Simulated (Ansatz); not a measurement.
```yaml
crystal:
  periodic: [false, false, false]
  atoms:
    - {symbol: O, position_ang: [-0.883317, -1.398502, -2.183095]}
    - {symbol: C, position_ang: [0.054162, -1.377309, -1.187509]}
    - {symbol: C, position_ang: [-0.064497, -0.788491, -0.025066]}
    - {symbol: C, position_ang: [-0.146290, -0.135261, 1.099700]}
    - {symbol: In, position_ang: [0.581215, 1.883544, 1.207430]}
    - {symbol: H, position_ang: [-1.653379, -0.900942, -1.891334]}
    - {symbol: H, position_ang: [0.945543, -1.932294, -1.454310]}
    - {symbol: H, position_ang: [-0.560141, -0.631870, 1.977389]}
    - {symbol: H, position_ang: [0.558264, 2.717641, 2.717872]}
    - {symbol: H, position_ang: [1.168449, 2.563483, -0.261077]}
basis:
  gaussian: {orbitals: x2c-TZVPPall, final_grid: {core_spheres: 1, valence_spheres: 1, degree: 5}}
hamiltonian: {xc: {name: r2SCAN}}
output: {forces: true}
```

```sh
$ ansatz run in.yaml --threads 4 --pin off --events-out ev --progress --plain --max-ram 10444MiB
```

It prints (some lines left out):

```
Functional definition: r2SCAN
1539 factors; their error is unknown
mean field evaluation 1: about -165260.3178 eV, gradient 6.7e1 eV
mean field evaluation 2: about -165211.8249 eV, gradient 1.3e2 eV
mean field evaluation 4: about -165269.7309 eV, gradient 1.9e1 eV
mean field evaluation 8: about -165270.6905 eV, gradient 3.5e-1 eV
mean field evaluation 16: about -165305.8944 eV, gradient 2.9e0 eV
mean field evaluation 32: about -165305.9189 eV, gradient 3.7e-4 eV
mean field -165305.91887104 eV, -6074.8804701344 hartree, gradient 7.4e-5 eV, S^2 0.000000; 0 other end points of the search recorded, 0 dependent functions left out
reference -165305.91892431 eV, -6074.8804720921 hartree; 40, 40 occupied and 214, 214 virtual orbitals, 1539 factors
Total energy: -165305.91892431 eV, -6074.8804720921 hartree
Relativity: scalar
Atom 0 at    -0.883317    -1.398502    -2.183095 Å, force     3.029331     9.641072    14.435471 eV/Å
Atom 1 at     0.054162    -1.377309    -1.187509 Å, force    -7.070470     8.142149    16.810343 eV/Å
Atom 2 at    -0.064497    -0.788491    -0.025066 Å, force    -0.578773     1.634030    -3.349312 eV/Å
Atom 3 at    -0.146290    -0.135261     1.099700 Å, force    10.829062     0.882776   -14.296379 eV/Å
Atom 4 at     0.581215     1.883544     1.207430 Å, force   -11.646302   -24.909174    -3.611485 eV/Å
Atom 5 at    -1.653379    -0.900942    -1.891334 Å, force     8.558652    -6.041587    -4.289564 eV/Å
Atom 6 at     0.945543    -1.932294    -1.454310 Å, force    -7.176478     4.413079     2.133084 eV/Å
Atom 7 at    -0.560141    -0.631870     1.977389 Å, force     2.505483     3.855730    -6.878057 eV/Å
Atom 8 at     0.558264     2.717641     2.717872 Å, force     0.373456     1.373703     1.079884 eV/Å
Atom 9 at     1.168449     2.563483    -0.261077 Å, force     1.176039     1.008223    -2.033984 eV/Å
Dipole moment:     0.044385     0.330317     0.322185 e Å
```

In this input the integration grid is far too coarse. The run converged. The result belongs to that input, not to the molecule as meant.
